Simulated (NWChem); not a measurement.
System: C4H6OS; SMILES C=C1COCS1

The following NWChem deck was run.

```
start job
memory heap 200 mb stack 900 mb global 1100 mb
geometry units angstroms noautoz
  C     -0.280751    -2.244904     0.064379
  C     -0.192778    -0.913877    -0.019559
  C     -1.362966     0.039055    -0.166698
  O     -0.964582     1.297341     0.306338
  C      0.300879     1.577418    -0.172056
  S      1.293454     0.028615     0.009431
  H      0.601917    -2.883418     0.133309
  H     -1.259399    -2.731482     0.063515
  H     -2.235466    -0.288775     0.415464
  H     -1.653286     0.093869    -1.236846
  H      0.293166     1.862832    -1.241804
  H      0.752181     2.381931     0.424750
end
basis spherical
  * library def2-tzvp
end
dft
  xc m06-2x
  iterations 150
  semidirect filesize 400000000
  mulliken
end
task dft energy
```

Excerpt of the output:

```
             Northwest Computational Chemistry Package (NWChem) 7.3.0
             --------------------------------------------------------

 C1  symmetry detected

                             Geometry "geometry" -> ""
                             -------------------------

 Output coordinates in angstroms (scale by  1.889725989 to convert to a.u.)

  No.       Tag          Charge          X              Y              Z
 ---- ---------------- ---------- -------------- -------------- --------------
    1 C                    6.0000    -0.26760666    -2.24785308     0.06250037
    2 C                    6.0000    -0.18978278    -0.91579237    -0.01480039
    3 C                    6.0000    -1.36589775     0.02786632    -0.17395787
    4 O                    8.0000    -0.98464529     1.28746486     0.30958592
    5 C                    6.0000     0.28477334     1.58018700    -0.15039840
    6 S                   16.0000     1.28788036     0.03904473     0.03825524
    7 H                    1.0000     0.61942264    -2.87919936     0.14082771
    8 H                    1.0000    -1.24199518    -2.74264243     0.04633485
    9 H                    1.0000    -2.24340939    -0.30973485     0.39493592
   10 H                    1.0000    -1.64212147     0.08472446    -1.24772443
   11 H                    1.0000     0.28916128     1.87001174    -1.21897867
   12 H                    1.0000     0.72110184     2.38595868     0.45577113

 Effective nuclear repulsion energy (a.u.)     295.5662725500

                                 NWChem DFT Module
                                 -----------------

 Summary of "ao basis" -> "ao basis" (spherical)
 ------------------------------------------------------------------------------
       Tag                 Description            Shells   Functions and Types
 ---------------- ------------------------------  ------  ---------------------
 C                         def2-tzvp                11       31   5s3p2d1f
 O                         def2-tzvp                11       31   5s3p2d1f
 S                         def2-tzvp                13       37   5s5p2d1f
 H                         def2-tzvp                 4        6   3s1p

            General Information
            -------------------
          SCF calculation type: DFT
          Wavefunction type:  closed shell.
          No. of atoms     :    12
          No. of electrons :    54
           Alpha electrons :    27
            Beta electrons :    27
          Charge           :     0
          Spin multiplicity:     1
          Use of symmetry is: off; symmetry adaption is: off
          Maximum number of iterations: 150
          AO basis - number of functions:   228
                     number of shells:    92
          Convergence on energy requested:  1.00D-06
          Convergence on density requested:  1.00D-05
          Convergence on gradient requested:  5.00D-04

              XC Information
              --------------
                       M06-2X Method XC Functional
                     Hartree-Fock (Exact) Exchange  0.540
                        M06-2X Exchange Functional  1.000
                      M06-2X Correlation Potential  1.000

             Grid Information
             ----------------
          Grid used for XC integration:  medium
          Radial quadrature: Mura-Knowles
          Angular quadrature: Lebedev.
          Tag              B.-S. Rad. Rad. Pts. Rad. Cut. Ang. Pts.
          ---              ---------- --------- --------- ---------
          C                   0.70       49          12.0       434
          O                   0.60       49          12.0       434
          S                   1.00       88          11.0       590
          H                   0.35       45          13.0       434
          Grid pruning is: on
          Number of quadrature shells:   603
          Spatial weights used:  Erf1

      Superposition of Atomic Density Guess
      -------------------------------------

 Sum of atomic energies:        -625.94797659

      Non-variational initial energy
      ------------------------------

 Total energy =    -629.440953
 1-e energy   =   -1445.097865
 2-e energy   =     520.090639
 HOMO         =      -0.243299
 LUMO         =       0.014005

------------------------------------------------------------
EAF file 0: "./job.aoints.0" size=1517813760 bytes
------------------------------------------------------------
               write      read    awrite     aread      wait
               -----      ----    ------     -----      ----
     calls:     2895         0         0         0         0
   data(b): 1.52e+09  0.00e+00  0.00e+00  0.00e+00
   time(s): 0.00e+00  0.00e+00  0.00e+00  0.00e+00  0.00e+00
rate(mb/s): 0.00e+00  0.00e+00
------------------------------------------------------------

     ---------------------------------------------
      Total Density - Mulliken Population Analysis
     ---------------------------------------------

    Atom       Charge   Shell Charges
 -----------   ------   -------------------------------------------------------
    1 C    6     6.57   0.86  1.12  0.57  0.66  0.13  1.29  1.38  0.52  0.01  0.03  0.01
    2 C    6     5.83   0.86  1.12  0.55  0.63  0.06  1.08  1.21  0.17  0.02  0.11  0.01
    3 C    6     6.00   0.86  1.12  0.53  0.64  0.12  1.10  1.19  0.31  0.02  0.09  0.01
    4 O    8     8.47   0.79  1.18  0.59  0.94  0.24  1.93  2.11  0.65  0.00  0.03  0.00
    5 C    6     5.91   0.86  1.12  0.53  0.66  0.09  1.03  1.19  0.31  0.02  0.10  0.01
    6 S   16    16.11   2.01  0.49  1.48  1.07  0.75  4.18  1.69  0.89  2.33  1.11  0.03  0.07  0.01
    7 H    1     0.83   0.24  0.45  0.13  0.02
    8 H    1     0.83   0.24  0.45  0.12  0.02
    9 H    1     0.85   0.24  0.46  0.13  0.02
   10 H    1     0.86   0.24  0.46  0.14  0.02
   11 H    1     0.88   0.25  0.46  0.15  0.02
   12 H    1     0.86   0.25  0.46  0.13  0.02

   convergence    iter        energy       DeltaE   RMS-Dens  Diis-err
 ---------------- ----- ----------------- --------- --------- ---------
 d= 0,ls=0.0,diis     1   -629.3101238964 -9.25D+02  3.60D-03  1.06D+00
 d= 0,ls=0.0,diis     2   -629.3301887751 -2.01D-02  1.94D-03  6.56D-01
 d= 0,ls=0.0,diis     3   -629.3879546090 -5.78D-02  6.91D-04  8.19D-02
 d= 0,ls=0.0,diis     4   -629.3963671585 -8.41D-03  1.59D-04  4.03D-03
 d= 0,ls=0.0,diis     5   -629.3968174683 -4.50D-04  7.11D-05  2.81D-04
  Resetting Diis
 d= 0,ls=0.0,diis     6   -629.3968512718 -3.38D-05  1.71D-05  2.07D-05
 d= 0,ls=0.0,diis     7   -629.3968536447 -2.37D-06  8.49D-06  2.69D-06
 d= 0,ls=0.0,diis     8   -629.3968536073  3.74D-08  4.40D-06  3.98D-06

         Total DFT energy =     -629.396853607292
      One electron energy =    -1449.602584486036
           Coulomb energy =      582.783088919559
    Exchange-Corr. energy =      -58.143630590804
 Nuclear repulsion energy =      295.566272549989

 Numeric. integr. density =       54.000007558573

                       DFT Final Molecular Orbital Analysis
                       ------------------------------------

 Vector   25  Occ=2.000000D+00  E=-3.695209D-01
              MO Center=  9.1D-02, -2.1D-01,  3.8D-02, r^2= 3.5D+00
   Bfn.  Coefficient  Atom+Function         Bfn.  Coefficient  Atom+Function
  ----- ------------  ---------------      ----- ------------  ---------------
   172      0.208754   6 S  pz              171      0.186799   6 S  py
    39      0.181211   2 C  pz               42      0.167456   2 C  pz
   100      0.165703   4 O  py                8      0.151157   1 C  pz
    99     -0.144080   4 O  px              103      0.140537   4 O  py
    11      0.138309   1 C  pz              175      0.127216   6 S  pz

 Vector   26  Occ=2.000000D+00  E=-3.492254D-01
              MO Center= -4.7D-01,  6.3D-01, -7.7D-02, r^2= 3.2D+00
   Bfn.  Coefficient  Atom+Function         Bfn.  Coefficient  Atom+Function
  ----- ------------  ---------------      ----- ------------  ---------------
   101      0.286781   4 O  pz              104      0.246267   4 O  pz
   107      0.192950   4 O  pz              212      0.148307  10 H  s
   218      0.141923  11 H  s               172      0.126850   6 S  pz
   100     -0.126058   4 O  py              171     -0.124595   6 S  py
   219      0.122801  11 H  s                70     -0.116393   3 C  pz

 Vector   27  Occ=2.000000D+00  E=-2.712733D-01
              MO Center=  6.0D-01, -6.9D-01,  2.1D-02, r^2= 3.3D+00
   Bfn.  Coefficient  Atom+Function         Bfn.  Coefficient  Atom+Function
  ----- ------------  ---------------      ----- ------------  ---------------
   172      0.403340   6 S  pz              175      0.339429   6 S  pz
     8     -0.234529   1 C  pz               11     -0.216669   1 C  pz
   169      0.197067   6 S  pz               14     -0.171038   1 C  pz
   163     -0.150103   6 S  pz               39     -0.137236   2 C  pz
    42     -0.126303   2 C  pz               45     -0.078403   2 C  pz

 Vector   28  Occ=0.000000D+00  E= 2.916943D-02
              MO Center= -8.5D-02, -1.1D+00, -5.6D-02, r^2= 4.3D+00
   Bfn.  Coefficient  Atom+Function         Bfn.  Coefficient  Atom+Function
  ----- ------------  ---------------      ----- ------------  ---------------
    14      0.610622   1 C  pz               45     -0.595956   2 C  pz
   213     -0.535813  10 H  s               129      0.531201   5 C  s
    36     -0.446192   2 C  s               174     -0.363205   6 S  py
   175      0.352936   6 S  pz              207      0.305355   9 H  s
   219     -0.292191  11 H  s                39     -0.272257   2 C  pz

[...]
```

Level: M06-2X/def2-TZVP. The geometry was optimised at PBE0/def2-SVP.
